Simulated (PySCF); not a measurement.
**Dipole moment and polarisability of `C=CC(=C)C(=O)F`**

Species: C5H5FO.
Structure used (GFN2-xTB), in Å, numbered top down from 1:
```
atom  x, y, z in Å
C1     1.9819    0.2289    0.0566
C2     0.9201   -0.5529   -0.0959
C3    -0.4835   -0.1523   -0.0341
C4    -1.4640   -1.0519   -0.2083
C5    -0.8263    1.2568    0.2223
O6    -0.1373    2.2015    0.4023
F7    -2.1846    1.4476    0.2452
H8     2.9761   -0.1794   -0.0100
H9     1.9040    1.2836    0.2496
H10    1.0575   -1.6099   -0.2887
H11   -2.5057   -0.7847   -0.1680
H12   -1.2370   -2.0878   -0.3970
```

Level: wB97X-D/def2-SVPD (PySCF), static field, nuclei fixed, core orbitals frozen in the response. The polarisability tensor in these axes (au):

```
x   86.00 14.16  2.99
y   14.16 70.78  5.63
z    2.99  5.63 41.91
```

Q: What are the eigenvalues, a third of the trace, and Δα (Δα² = ½Σ(αi − αj)² over the three pairs)?

A: Principal values 40.85, 62.81 and 95.03 au; mean 66.23 au = 9.81 Å³ = 10.92 × 10⁻⁴⁰ C²·m²/J; Δα = 47.21 au (71 % of the mean).

Q: What is the dipole moment, and where does it point?

A: (0.26, -3.23, -0.59) D, 3.29 D in size, pointing from the negative to the positive side. Measured along this direction, the outermost atoms are O6 at the negative end and H12 at the positive end.

Q: What molar refraction does this α imply?

A: Lorentz–Lorenz: R = (4π/3)N_A α = 2.5225 cm³/(mol·Å³) × 9.81 Å³ = 24.8 cm³/mol, in the limit of long wavelengths.

Q: Rayleigh depolarisation ratio (linearly polarised light, static tensor)?

A: ρ = 3Δα²/(45ᾱ² + 4Δα²) = 6685.3/(197396 + 8913.7) = 0.0324.

Q: In TDDFT the mean static polarisability is Σ f/ω² over all singlet excitations (ω in hartree). How much of it do the 8 lowest give? Their energies (eV) and oscillator strengths: 5.03, 0.2163; 5.21, 0.0000; 6.68, 0.3295; 7.05, 0.0001; 7.17, 0.2448; 7.45, 0.0040; 7.70, 0.0004; 7.88, 0.0018.

A: They add up to 15.39 au, 23.2 % of the 66.23 au; the largest single term is 6.32 au, from the state at 5.03 eV. Terms in order: 6.32, 0.00, 5.46, 0.00, 3.53, 0.05, 0.01, 0.02 au. Higher excitations give the rest. The strengths listed sum to 0.797.

Q: Refractivity n − 1 of an ideal gas of it at 298.15 K and 1 atm, from the electronic α?

A: N = p/kT = 2.4615 × 10¹⁹ cm⁻³, so n − 1 = 2π × N × 9.81 × 10⁻²⁴ cm³ = 1518 × 10⁻⁶ at long wavelengths.

Isolated species at its GFN2-xTB geometry (one conformer only). GFN2-xTB frequencies show an imaginary mode (21i cm⁻¹), so this geometry is no minimum at that level.
